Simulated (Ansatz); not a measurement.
Br₃In, charge -1, doublet, geometry from GFN2-xTB (such geometries of metal compounds can be far from the true shape) (a state made from the parent by changing its charge; the spin is typed, not shown lowest) (all electrons, no relativity) (a gas-phase anion, which may not be bound at this level); WB97X-V/STO-3G in Ansatz (a first-principles code).

The Ansatz input:
Ansatz 0.2 input:
```yaml
crystal:
  periodic: [false, false, false]
  atoms:
    - {symbol: In, position_ang: [-0.24213934, 0.26632762, 0.54429888]}
    - {symbol: Br, position_ang: [-1.91918111, -1.62269899, -0.42487162]}
    - {symbol: Br, position_ang: [0.10708824, 2.14779252, -1.36837256]}
    - {symbol: Br, position_ang: [2.15108795, -0.89795219, 1.03122575]}
basis:
  gaussian:
    orbitals: STO-3G
hamiltonian:
  xc: {name: wB97X-V}
total_charge: -1
magnetization: {spin_polarized: true, initial_magnetization: 1}
```

### Question
Write the output that Ansatz gives for this input, abridged.

### Answer

```
Functional definition: wB97X-V
894 factors; integrals over basis functions are off by at most 2.8e-5 eV
169 factors; integrals over basis functions are off by at most 4.9e-7 eV
mean field evaluation 1: about -362514.0734 eV, gradient 9.4e0 eV
mean field evaluation 2: about -362515.6759 eV, gradient 2.4e0 eV
mean field evaluation 4: about -362515.8304 eV, gradient 2.1e-1 eV
mean field evaluation 8: about -362515.8199 eV, gradient 1.0e-2 eV
mean field -362515.81988442 eV, -13322.2106587042 hartree, gradient 5.4e-5 eV, S^2 0.751903; 0 other end points of the search recorded, 0 dependent functions left out
reference -362515.81988366 eV, -13322.2106586762 hartree; 78, 77 occupied and 3, 4 virtual orbitals, 894 factors
Total energy: -362515.81988366 eV, -13322.2106586762 hartree
```
